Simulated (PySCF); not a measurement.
N-methylmethanimine cation (C2H5N), SMILES N(=C)C (connectivity only; charge and spin as stated), charge +1, multiplicity 2.

The structure is a stationary point at PBE0-D3(BJ)/def2-TZVP. The multiplicity is an assumed one; other spin states were not compared.

The numbers are results of SMD-B3LYP/6-31G* (PySCF), not measurements.

Solvation free energies are E(SMD) − E(gas) at the gas-phase geometry, for 1 M in both phases.

| solvent | ΔG(solv) (kcal/mol) | its non-electrostatic (CDS) part |
|---|---|---|
| water | -66.5 | 2.0 |
| diethylether | ___ | ___ |
| benzene | -39.1 | -0.2 |

Task: Complete the blanks. (An estimate is asked for; the answer gives what the named calculation found.)

Result: 
- diethylether, ΔG(solv) (kcal/mol): -53.1
- diethylether, its non-electrostatic (CDS) part: 0.0
